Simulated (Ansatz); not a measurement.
C₂H₄N (SMILES [CH]=NC), doublet, geometry from GFN2-xTB; B3LYP5/STO-3G run with Ansatz (a first-principles code).

The Ansatz input:
Ansatz 0.2 input:
```yaml
crystal:
  periodic: [false, false, false]
  atoms:
    - {symbol: C, position_ang: [1.31120828, -0.15668231, -0.21200825]}
    - {symbol: N, position_ang: [0.11562011, -0.33131293, -0.26397662]}
    - {symbol: C, position_ang: [-1.07674994, 0.25688588, 0.27315521]}
    - {symbol: H, position_ang: [1.96810973, 0.54605768, 0.28532144]}
    - {symbol: H, position_ang: [-1.70417788, 0.56801654, -0.56204592]}
    - {symbol: H, position_ang: [-1.60723309, -0.51156564, 0.83538198]}
    - {symbol: H, position_ang: [-0.87278958, 1.11546051, 0.92229710]}
basis:
  gaussian:
    orbitals: STO-3G
hamiltonian:
  xc: b3lyp5
magnetization: {spin_polarized: true, initial_magnetization: 1}
accuracy: high
```

Task: What does Ansatz print? Leave out banner, timings and long lists.

Result: 
```
Functional definition: B3LYP5
348 factors; integrals over basis functions are off by at most 4.8e-9 eV
mean field evaluation 1: about -3577.4589 eV, gradient 6.7e0 eV
mean field evaluation 2: about -3577.5147 eV, gradient 7.5e0 eV
mean field evaluation 4: about -3577.8082 eV, gradient 5.7e-1 eV
mean field evaluation 8: about -3577.7608 eV, gradient 2.4e-2 eV
mean field evaluation 16: about -3577.7608 eV, gradient 8.1e-7 eV
mean field -3577.76083568 eV, -131.4802856180 hartree, gradient 5.3e-8 eV, S^2 0.752600; 0 other end points of the search recorded, 0 dependent functions left out
reference -3577.76086332 eV, -131.4802866336 hartree; 12, 11 occupied and 7, 8 virtual orbitals, 348 factors
Total energy: -3577.76086332 eV, -131.4802866336 hartree
```
